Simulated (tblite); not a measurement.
Compound: C3H14BNSi.
Atom-mapped SMILES: `[CH3:1][CH2:2][CH2:3][B@H-:4]([NH3+:5])[SiH3:6]` (hydrogens: H7, H8, H9 on C1; H10, H11 on C2; H12, H13 on C3; H14 on B4; H15, H16, H17 on N5; H18, H19, H20 on Si6)

Computed with GFN2-xTB (tblite), gas phase: L-BFGS steps from a force-field or distance-geometry start until the largest atomic force falls under 0.01 eV/Å.

Step 147: E = -528.5656 eV
```
atom  x, y, z in Å  |  force x, y, z in eV/Å
C1      2.9042    0.4071   -0.2155    0.004   0.008   0.000
C2      1.5074    0.4814    0.3931    0.008   0.013   0.009
C3      0.4865   -0.3615   -0.3735    0.024   0.007   0.006
B4     -0.9410   -0.4989    0.4086   -0.015  -0.023  -0.020
N5     -1.8399   -1.5110   -0.5690    0.017   0.026   0.021
Si6    -1.9844    1.1718    0.5888    0.034   0.001  -0.019
H7      3.6012    1.0352    0.3357   -0.002   0.033  -0.016
H8      2.8835    0.7367   -1.2524    0.018   0.033  -0.013
H9      3.2841   -0.6128   -0.1936   -0.033  -0.029   0.007
H10     1.5490    0.1427    1.4308    0.004  -0.029  -0.005
H11     1.1760    1.5222    0.4065   -0.017  -0.002   0.004
H12     0.3670    0.0834   -1.3688    0.006  -0.017  -0.006
H13     0.9391   -1.3498   -0.5328   -0.031  -0.007  -0.008
H14    -0.8119   -1.1242    1.4185   -0.007  -0.024   0.058
H15    -2.6783   -1.8094   -0.0819   -0.018   0.026   0.009
H16    -2.0968   -1.0123   -1.4146    0.017  -0.002  -0.019
H17    -1.2703   -2.3183   -0.8048    0.003  -0.018  -0.016
H18    -2.3097    1.7974   -0.7195   -0.004  -0.010   0.006
H19    -1.4307    2.2732    1.3861   -0.015   0.006   0.010
H20    -3.3405    0.9576    1.1554    0.005   0.007  -0.010
```

Step 148: E = -528.5663 eV
```
atom  x, y, z in Å  |  force x, y, z in eV/Å
C1      2.9042    0.4102   -0.2150   -0.006  -0.005   0.008
C2      1.5067    0.4797    0.3931   -0.002   0.012   0.010
C3      0.4877   -0.3638   -0.3750    0.011   0.009   0.007
B4     -0.9412   -0.4998    0.4064    0.003  -0.022  -0.009
N5     -1.8399   -1.5097   -0.5710    0.008   0.015   0.010
Si6    -1.9820    1.1728    0.5903    0.025  -0.018  -0.013
H7      3.5985    1.0419    0.3350   -0.002   0.050  -0.023
H8      2.8834    0.7326   -1.2541    0.017   0.048  -0.004
H9      3.2888   -0.6076   -0.1875   -0.034  -0.044   0.007
H10     1.5483    0.1380    1.4300    0.010  -0.025  -0.009
H11     1.1693    1.5185    0.4098    0.003   0.002   0.001
H12     0.3680    0.0812   -1.3701    0.007  -0.009  -0.009
H13     0.9414   -1.3509   -0.5357   -0.033  -0.021  -0.001
H14    -0.8137   -1.1255    1.4170   -0.006  -0.019   0.051
H15    -2.6891   -1.7939   -0.0935   -0.003   0.031   0.005
H16    -2.0785   -1.0150   -1.4245    0.014  -0.005  -0.013
H17    -1.2772   -2.3263   -0.7926   -0.005  -0.008  -0.013
H18    -2.3246    1.7928   -0.7158   -0.002  -0.005  -0.003
H19    -1.4238    2.2791    1.3780   -0.012   0.003   0.009
H20    -3.3315    0.9562    1.1720    0.006   0.010  -0.010
```

Step 149: E = -528.5670 eV
```
atom  x, y, z in Å  |  force x, y, z in eV/Å
C1      2.9039    0.4142   -0.2151   -0.012  -0.013   0.012
C2      1.5060    0.4784    0.3931   -0.011   0.004   0.004
C3      0.4897   -0.3680   -0.3753   -0.010   0.004   0.009
B4     -0.9410   -0.5016    0.4047    0.020  -0.015   0.019
N5     -1.8406   -1.5074   -0.5727    0.012  -0.004   0.010
Si6    -1.9777    1.1740    0.5915    0.014  -0.034  -0.001
H7      3.5949    1.0507    0.3332    0.000   0.054  -0.025
H8      2.8828    0.7312   -1.2562    0.012   0.051   0.008
H9      3.2926   -0.6021   -0.1824   -0.032  -0.042   0.003
H10     1.5484    0.1343    1.4294    0.013  -0.015  -0.014
H11     1.1617    1.5150    0.4110    0.021   0.002   0.002
H12     0.3709    0.0737   -1.3720    0.006   0.002  -0.010
H13     0.9432   -1.3551   -0.5343   -0.024  -0.031   0.007
H14    -0.8168   -1.1273    1.4171   -0.003  -0.008   0.026
H15    -2.6972   -1.7812   -0.1030   -0.010   0.032   0.017
H16    -2.0661   -1.0159   -1.4309    0.006   0.014  -0.036
H17    -1.2849   -2.3308   -0.7858    0.001  -0.012  -0.010
H18    -2.3326    1.7908   -0.7117    0.001   0.002  -0.019
H19    -1.4194    2.2834    1.3745   -0.007  -0.001   0.007
H20    -3.3231    0.9544    1.1818    0.004   0.012  -0.008
```

Task: Estimate the geometry and energy of step 150. (The exact step hangs on the optimiser's Hessian estimate; all steps are aligned on step 149, rigid shifts and turns removed.)

Result: E = -528.5675 eV, largest force 0.073 eV/Å
```
atom  x, y, z in Å  |  force x, y, z in eV/Å
C1      2.9045    0.4169   -0.2140   -0.013  -0.007   0.017
C2      1.5054    0.4782    0.3927   -0.013  -0.008  -0.007
C3      0.4921   -0.3709   -0.3767   -0.032  -0.006   0.010
B4     -0.9399   -0.5036    0.4023    0.023  -0.006   0.049
N5     -1.8410   -1.5045   -0.5753   -0.030  -0.032  -0.039
Si6    -1.9750    1.1730    0.5943   -0.005  -0.032   0.013
H7      3.5931    1.0555    0.3354   -0.002   0.042  -0.024
H8      2.8857    0.7349   -1.2551    0.005   0.041   0.016
H9      3.2942   -0.5993   -0.1802   -0.029  -0.027   0.000
H10     1.5468    0.1333    1.4290    0.017  -0.003  -0.024
H11     1.1571    1.5137    0.4089    0.031  -0.003   0.007
H12     0.3747    0.0680   -1.3749    0.003   0.009  -0.005
H13     0.9442   -1.3587   -0.5339   -0.010  -0.029   0.013
H14    -0.8179   -1.1305    1.4160   -0.002   0.003  -0.001
H15    -2.7131   -1.7578   -0.1188    0.054   0.048  -0.010
H16    -2.0421   -1.0189   -1.4450    0.016  -0.019   0.025
H17    -1.2967   -2.3415   -0.7701   -0.028   0.027   0.000
H18    -2.3521    1.7809   -0.7069    0.004   0.003  -0.020
H19    -1.4131    2.2911    1.3642   -0.009  -0.017  -0.002
H20    -3.3123    0.9510    1.2049    0.019   0.015  -0.016
```

The energy changes by -0.0006 eV. The first-order estimate −F·Δx gives -0.0010 eV and the mean of the old and new forces, exact on a quadratic surface, -0.0005 eV. The step makes an angle of 83° with the force vector and moves no atom by more than 0.032 Å.

The cost below is that of the whole relaxation. Hardware: one thread, Arm Neoverse N1 (aarch64), no GPU (shared host). Cost: 2.0 s wall.
